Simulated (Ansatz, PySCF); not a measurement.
This triplet is an excited state, 1.89 eV above the relaxed singlet at the level composite: frozen-core CCSD(T) with HF/cc-pVQZ and the correlation energy extrapolated as X^-3 from cc-pVTZ and cc-pVQZ, plus CCSDT(Q) minus CCSD(T) in cc-pVDZ // PBE0-D3(BJ)/def2-TZVP (Ansatz, a quantum-chemistry and plane-wave program).

# HFGe, SMILES `[F][GeH]` (excited triplet) (charge 0, multiplicity 3)

All values below come from PBE-D3(BJ)/def2-TZVP // PBE0-D3(BJ)/def2-TZVP (PySCF).

The highest occupied spin orbital is -4.27 eV and the dipole moment is 1.71 D. The total energy is -2177.0181 Ha. The cost is roughly 50 core-seconds.

Bond lengths (Å): F1–Ge2 1.745, Ge2–H3 1.562. Bond angles (°): F1–Ge2–H3 112.7.
Charge 0, spin multiplicity 3.
